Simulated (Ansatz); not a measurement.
Molecule: BaF2, net charge 0, singlet state. SMILES: [F][Ba][F]
Structure (B3LYP-D3(BJ)/def2-TZVP (Ansatz, a first-principles code) minimum search):
```xyz
3

Ba     0.2229     0.1181     0.0921
F     -0.9395     1.0791    -1.5469
F     -0.4472    -1.8142     0.9739
```

CCSD(T) with Ansatz in growing basis sets, 16 correlated electrons. Correlated levels leave the core frozen unless marked. UHF or UKS for open shells. Spin-orbit coupling is left out. The frozen core is the preceding noble-gas configuration, with the filled d and f shells of earlier blocks. The outer core of K, Ca and their heavier congeners is not correlated, a term that matters for these elements. In def2 rows, elements after Kr have scalar-relativistic effective core potentials. Costs are ratios of core time to the smallest set, on shared machines of one kind, and rough; they hold the program's checks for lower states.

```tsv
basis	functions	cost over smallest	E(corr) (Eh)	electronic atomisation energy (kcal/mol)
def2-SVPD	79	1×	-0.4472	269.4
def2-TZVPPD	120	2×	-0.5693	269.8
def2-QZVPPD	192	10×	-0.6177	275.1
```

Formally CCSD grows as o²v⁴ and (T) as o³v⁴; with o = 8 and v going from 106 to 178 both grow 8-fold in the last step, while integrals and the mean field grow more slowly. That step adds 48.4 mEh of correlation energy and 5.3 kcal/mol to the atomisation energy.
